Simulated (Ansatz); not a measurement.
Sb₂, closed-shell singlet (the spin of the measured ground state), most abundant isotopes (120.9038 and 120.9038 u). Constants from fifth-degree fits in 1/R to seven points on the lowest solution found; no spin–orbit coupling, no relativity up to Kr; ω_e x_e and α_e move by some per cent with the fit.

Correlated levels freeze the inner cores; with def2 sets outer-core shells near the valence are correlated too. CBS(a, b) extrapolates the correlation energy as X⁻³ and adds the Hartree–Fock energy of set b.

Programs: Ansatz (an electronic-structure program) with Gaussian orbitals.  In def2 rows elements past Kr take small-core potentials, without spin–orbit coupling.

At CCSD(T)/CBS(def2-TZVPP, def2-QZVPP): B₀ = 0.045257 cm⁻¹, fundamental 281 cm⁻¹.

**Question.** Taking the state as ¹Σ, work out the ideal-gas entropy and heat capacity at 298.15 K and 1 bar (rigid rotor, harmonic oscillator at the fundamental, no nuclear spin).

**Answer.** 
Translation: S = R(1.5 ln M + 2.5 ln T − 1.1517) with M = 241.808 u gives 177.30 J/(mol K). Rotation: q = kT/(σhcB₀) = 2289.4 with σ = 2 and hc/k = 1.43878 cm K, S = R(ln q + 1) = 72.64. Vibration: u = hcν/kT = 1.358, S = R(u/(eᵘ − 1) − ln(1 − e⁻ᵘ)) = 6.38. Sum S° = 256.3 J/(mol K). C_p = 7R/2 + R u² eᵘ/(eᵘ − 1)² = 36.25 J/(mol K).

Doubts at one or more of the structures used: a restricted determinant that unrestricted orbitals would lower (CCSD(T)/CBS(def2-TZVPP, def2-QZVPP)).
